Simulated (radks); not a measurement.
Valence configurations of I II (all share [Kr]). Calculated with a radial shooting solver on a logarithmic mesh with Libxc functionals: scalar-relativistic Kohn-Sham, r2SCAN, spin-polarised, spherical densities, finite nucleus; open shells are filled with parallel spins first (spin-orbit coupling, left out, can overturn this in heavy ions); meta-GGA in the generalised Kohn-Sham scheme; Fermi nuclear charge, rms radius 4.75 fm. Energies are relative to 4d10 5s2 5p4; eigenvalues in eV for spin up.

| valence | E (eV) | moment (Bohr magnetons) | e(4d) | e(5p) | e(5s) |
|---|---|---|---|---|---|
| 4d10 5s2 5p4 | 0.000 | 2 | -61.042 | -16.422 | -27.676 |
| 4d10 5s1 5p5 | 11.113 | 2 | -62.507 | -17.087 | -28.634 |
| 4d9 5s2 5p5 | 48.328 | 2 | -68.474 | -17.599 | -29.644 |
| 4d9.5 5s2 5p4.5 | 23.655 | 2 | -64.768 | -17.019 | -28.675 |
| 4d10 5p6 | 23.610 | 0 | -63.685 | -16.800 | - |
| 4d8 5s2 5p6 | 100.75 | 2 | -75.846 | -18.724 | -31.513 |
| 4d10 5s1.5 5p4.5 | 5.579 | 2 | -61.775 | -16.751 | -28.155 |
| 4d8.5 5s1.5 5p6 | 80.110 | 2 | -72.835 | -18.467 | -31.017 |
| 4d9.5 5s1.5 5p5 | 29.404 | 2 | -65.479 | -17.339 | -29.136 |
| 4d9 5s1.5 5p5.5 | 54.245 | 2 | -69.164 | -17.909 | -30.088 |

NIST lists [Kr] 4d10 5s2 5p4 as the ground configuration; this level of theory agrees among the configurations tried. The energies are those of spherical high-spin densities, not of single terms.
